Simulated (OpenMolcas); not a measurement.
**Cu3+ in K2NaGaF6: curves along the breathing mode**

Cu3+ with its 6 nearest fluoride ions, on the Ga site of K2NaGaF6 (a = 8.246 Å, distance in the model lattice 1.938 Å). The rest of the host is ab initio model potentials to 7.6 Å, with orthogonalisation functions on the cations behind the ligands, and point charges beyond; the distance is set by hand and nothing relaxes. Ligand basis ANO-RCC-VDZP.

```yaml
Program: OpenMolcas 26.06
Method: CASSCF
Basis: ANO-RCC-VDZP [5s4p2d1f]
Scalar_Hamiltonian: DKH2, point nucleus
Active_space: 8 electrons in 5 orbitals (3d)
State_averaging: 2S+1 = 3 even, 10 roots; 2S+1 = 1 even, 15 roots
Spin-orbit_coupling: state interaction with AMFI integrals over the reference wave functions
```

Spin-free energies (labels of O, the rotations of Oh) in cm-1 above the lowest fitted minimum, as all ligands move together:

| R (Å) | 3A2 | 3T2 | 1E | 3T1 | 1T2 | 1A1 | 3T1(2) |
| --- | --- | --- | --- | --- | --- | --- | --- |
| 1.757 | 4280 | 20100 | 22480 | 29670 | 37880 | 35190 | 45820 |
| 1.798 | 870 | 15040 | 19040 | 24000 | 32810 | 31400 | 39820 |
| 1.839 | 20 | 12740 | 18130 | 21120 | 30480 | 30150 | 36780 |
| 1.881 | 1380 | 12810 | 19410 | 20630 | 30510 | 31110 | 36250 |
| 1.922 | 4550 | 14900 | 22510 | 22200 | 32530 | 33910 | 37860 |
| 1.963 | 9310 | 18710 | 27170 | 25540 | 36260 | 38300 | 41280 |
| 2.005 | 15640 | 24170 | 33380 | 30580 | 41620 | 44240 | 46410 |

Cubic fits give the following; the wavenumber is harmonic, with the mass of all moving ligands, small differences in it between states hang on the degree of the fit, a number in brackets counts states of one label, and the table is a selection of at most 14 states with clean curves.

| State | R0 (Å) | Breathing mode (cm-1) | Minimum (cm-1) |
| --- | --- | --- | --- |
| 3A2 | 1.835 | 622 | 0 |
| 3T2 | 1.859 | 624 | 12470 |
| 1E | 1.836 | 619 | 18110 |
| 3T1 | 1.869 | 618 | 20510 |
| 1T2 | 1.860 | 620 | 30190 |
| 1A1 | 1.842 | 616 | 30140 |
| 3T1(2) | 1.870 | 630 | 36120 |
| 1T1 | 1.859 | 620 | 36370 |
| 1E(2) | 1.877 | 626 | 47330 |
| 1T2(2) | 1.877 | 626 | 47720 |
| 1A1(2) | 1.872 | 623 | 78810 |

The minimum of 3T2 is shifted by +0.0244 Å against 3A2 (from the unrounded fits). With M = 114.0 u for the moving shell, the Huang-Rhys factor in this mode is S = M ω ΔR² / 2ħ = 0.01483 × 114.0 × 622 × 0.0244² = 0.63. Only the first shell moves, against a rigid host.

Without dynamic correlation the repulsion within the d shell is too large (B by tens of per cent), so at a given field states of lower spin stand too high. Ligand-to-metal charge-transfer states are missing. With no ligand orbital active B as a rule stays too high, so bands that hang on it stand too high and its fall with covalency is understated. With metal d orbitals alone and no dynamic correlation 10Dq can be off by a tenth to a fifth, either way, in oxide and fluoride hosts. The least metal-like active orbital is 83 % on the metal (Löwdin) and no ligand orbital is active, so the numbers are rough (holds for R = 1.757; R = 1.798). The least metal-like active orbital is 84 % on the metal (Löwdin) and no ligand orbital is active, so the numbers are rough (holds for R = 1.839; R = 1.881; R = 1.922). The least metal-like active orbital is 85 % on the metal (Löwdin) and no ligand orbital is active, so the numbers are rough (holds for R = 1.963; R = 2.005). No measured value stands beside these numbers.
